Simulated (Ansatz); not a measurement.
Geometry optimisation, RKS r2SCANh-D4/STO-3G (Ansatz 0.2.0).

The input (input.yaml):

```yaml
crystal:
  periodic: [false, false, false]
  atoms:
    - { symbol: Si, position_ang: [0.0, 0.0, 0.0] }
    - { symbol: F, position_ang: [0.0, 0.0, 1.59] }
    - { symbol: O, position_ang: [1.5842, 0.0, -0.5594] }
    - { symbol: H, position_ang: [1.9006, -0.9521, -0.6761] }
    - { symbol: "N", position_ang: [-0.8572, 1.4851, -0.6061] }
    - { symbol: C, position_ang: [-2.2719, 1.4087, -0.9981] }
    - { symbol: H, position_ang: [-2.8245, 0.7784, -0.2704] }
    - { symbol: H, position_ang: [-2.7088, 2.429, -1.0098] }
    - { symbol: H, position_ang: [-2.3521, 0.9607, -2.0106] }
    - { symbol: C, position_ang: [-0.1354, 2.762, -0.7039] }
    - { symbol: H, position_ang: [-0.2436, 3.1711, -1.73] }
    - { symbol: H, position_ang: [-0.5567, 3.4827, 0.0276] }
    - { symbol: H, position_ang: [0.9399, 2.5975, -0.4831] }
    - { symbol: Cl, position_ang: [-1.0032, -1.7381, -0.7093] }
basis:
  gaussian: { orbitals: STO-3G }
hamiltonian:
  xc: r2scanh
  dispersion: d4
relax:
  f_tol: 0.02
  max_steps: 40
```

Run as:

```bash
$ ansatz run input.yaml --threads 1 --pin off --max-ram 2048MiB --backend cpu --events-out ev --progress --plain --runs-dir out
```

Task: Where does it end, and by what steps?

Result: The run converged. Limits of this set-up: minimal basis. After 18 steps the energy has fallen by 0.528 eV; Cl14 moved furthest, 1.52 Å.

```json
{"step": "0", "energy less start (eV)": "0.0000", "largest force component (eV/Å)": "2.760", "accepted": "yes"}
{"step": "1", "energy less start (eV)": "-0.2354", "largest force component (eV/Å)": "1.062", "accepted": "yes"}
{"step": "2", "energy less start (eV)": "-0.2990", "largest force component (eV/Å)": "0.216", "accepted": "yes"}
{"step": "3", "energy less start (eV)": "-0.3291", "largest force component (eV/Å)": "0.311", "accepted": "yes"}
{"step": "4", "energy less start (eV)": "-0.3627", "largest force component (eV/Å)": "1.142", "accepted": "yes"}
{"step": "5", "energy less start (eV)": "-0.4086", "largest force component (eV/Å)": "0.217", "accepted": "yes"}
{"step": "6", "energy less start (eV)": "-0.4361", "largest force component (eV/Å)": "0.235", "accepted": "yes"}
{"step": "7", "energy less start (eV)": "-0.4550", "largest force component (eV/Å)": "0.274", "accepted": "yes"}
{"step": "8", "energy less start (eV)": "-0.4675", "largest force component (eV/Å)": "0.440", "accepted": "yes"}
{"step": "9", "energy less start (eV)": "-0.4801", "largest force component (eV/Å)": "0.515", "accepted": "yes"}
{"step": "10", "energy less start (eV)": "-0.4930", "largest force component (eV/Å)": "0.481", "accepted": "yes"}
{"step": "11", "energy less start (eV)": "-0.5011", "largest force component (eV/Å)": "0.369", "accepted": "yes"}
{"step": "12", "energy less start (eV)": "-0.5140", "largest force component (eV/Å)": "0.189", "accepted": "yes"}
{"step": "13", "energy less start (eV)": "-0.5155", "largest force component (eV/Å)": "0.686", "accepted": "yes"}
{"step": "14", "energy less start (eV)": "-0.5237", "largest force component (eV/Å)": "0.195", "accepted": "yes"}
{"step": "15", "energy less start (eV)": "-0.5243", "largest force component (eV/Å)": "0.121", "accepted": "yes"}
{"step": "16", "energy less start (eV)": "-0.5264", "largest force component (eV/Å)": "0.053", "accepted": "yes"}
{"step": "17", "energy less start (eV)": "-0.5275", "largest force component (eV/Å)": "0.082", "accepted": "yes"}
{"step": "18", "energy less start (eV)": "-0.5277", "largest force component (eV/Å)": "0.018", "accepted": "yes"}
```

```xyz
14
Properties=species:S:1:pos:R:3
Si -0.062 -0.007 -0.112
F -0.860 -0.836 1.025
O 1.547 0.299 0.269
H 2.040 -0.570 0.104
N -0.809 1.548 -0.274
C -2.285 1.569 -0.469
H -2.751 0.843 0.217
H -2.671 2.573 -0.230
H -2.592 1.322 -1.504
C -0.124 2.527 -1.163
H -0.318 2.346 -2.238
H -0.470 3.545 -0.922
H 0.962 2.472 -0.987
Cl -0.137 -1.247 -1.854
```

Whether the end is a true minimum wasn't checked by a vibrational analysis.

The run took 2.5 min on 1 thread of Arm Neoverse V2, on a shared host, peak memory 0.25 GiB.
